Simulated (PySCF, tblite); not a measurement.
Potential energy curve for AlH, singlet.

- GFN2-xTB, 300 K electronic temperature (tblite)
- UCCSD(T) = PySCF 2.14.0 with CCSD(T) on UHF/cc-pVDZ, 5 core orbitals frozen

Energies relative to the lowest point of each curve near equilibrium, in eV; the last columns give the difference from UCCSD(T):

```json
[
 {"R / Å": "1.24", "GFN2-xTB": "1.358", "UCCSD(T)": "1.634", "GFN2-xTB − UCCSD(T)": "-0.276"},
 {"R / Å": "1.32", "GFN2-xTB": "0.678", "UCCSD(T)": "0.943", "GFN2-xTB − UCCSD(T)": "-0.265"},
 {"R / Å": "1.41", "GFN2-xTB": "0.262", "UCCSD(T)": "0.447", "GFN2-xTB − UCCSD(T)": "-0.185"},
 {"R / Å": "1.50", "GFN2-xTB": "0.067", "UCCSD(T)": "0.163", "GFN2-xTB − UCCSD(T)": "-0.096"},
 {"R / Å": "1.56", "GFN2-xTB": "0.013", "UCCSD(T)": "0.059", "GFN2-xTB − UCCSD(T)": "-0.047"},
 {"R / Å": "1.62", "GFN2-xTB": "0.000", "UCCSD(T)": "0.009", "GFN2-xTB − UCCSD(T)": "-0.009"},
 {"R / Å": "1.66", "GFN2-xTB": "0.008", "UCCSD(T)": "0.000", "GFN2-xTB − UCCSD(T)": "0.008"},
 {"R / Å": "1.73", "GFN2-xTB": "0.048", "UCCSD(T)": "0.021", "GFN2-xTB − UCCSD(T)": "0.027"},
 {"R / Å": "1.78", "GFN2-xTB": "0.091", "UCCSD(T)": "0.059", "GFN2-xTB − UCCSD(T)": "0.032"},
 {"R / Å": "1.82", "GFN2-xTB": "0.132", "UCCSD(T)": "0.101", "GFN2-xTB − UCCSD(T)": "0.031"},
 {"R / Å": "1.92", "GFN2-xTB": "0.251", "UCCSD(T)": "0.238", "GFN2-xTB − UCCSD(T)": "0.012"},
 {"R / Å": "2.09", "GFN2-xTB": "0.503", "UCCSD(T)": "0.539", "GFN2-xTB − UCCSD(T)": "-0.037"},
 {"R / Å": "2.27", "GFN2-xTB": "0.823", "UCCSD(T)": "0.894", "GFN2-xTB − UCCSD(T)": "-0.072"},
 {"R / Å": "2.47", "GFN2-xTB": "1.212", "UCCSD(T)": "1.290", "GFN2-xTB − UCCSD(T)": "-0.079"},
 {"R / Å": "2.76", "GFN2-xTB": "1.809", "UCCSD(T)": "1.820", "GFN2-xTB − UCCSD(T)": "-0.011"},
 {"R / Å": "3.01", "GFN2-xTB": "2.328", "UCCSD(T)": "2.201", "GFN2-xTB − UCCSD(T)": "0.127"},
 {"R / Å": "3.32", "GFN2-xTB": "2.930", "UCCSD(T)": "2.556", "GFN2-xTB − UCCSD(T)": "0.374"},
 {"R / Å": "3.68", "GFN2-xTB": "3.503", "UCCSD(T)": "2.791", "GFN2-xTB − UCCSD(T)": "0.712"},
 {"R / Å": "4.06", "GFN2-xTB": "3.905", "UCCSD(T)": "2.889", "GFN2-xTB − UCCSD(T)": "1.016"},
 {"R / Å": "4.51", "GFN2-xTB": "—", "UCCSD(T)": "2.924", "GFN2-xTB − UCCSD(T)": "—"},
 {"R / Å": "4.94", "GFN2-xTB": "—", "UCCSD(T)": "2.934", "GFN2-xTB − UCCSD(T)": "—"},
 {"R / Å": "5.85", "GFN2-xTB": "—", "UCCSD(T)": "2.939", "GFN2-xTB − UCCSD(T)": "—"},
 {"R / Å": "6.70", "GFN2-xTB": "—", "UCCSD(T)": "2.940", "GFN2-xTB − UCCSD(T)": "—"}
]
```

GFN2-xTB is furthest from UCCSD(T) at 4.06 (1.016 eV, above); its mean absolute difference over the points is 0.180 eV.

A dash means that the run gave no value there, or that the column was ended at a point which the program doubted or which failed a test of continuity chosen for this set; such a test can also cut sound points.

The unrestricted determinant behind UCCSD(T) is spin-contaminated at 1.24 to 1.92, 2.47 to 6.70 Å (<S²> up to 1.0, against 0.00 for a pure singlet).
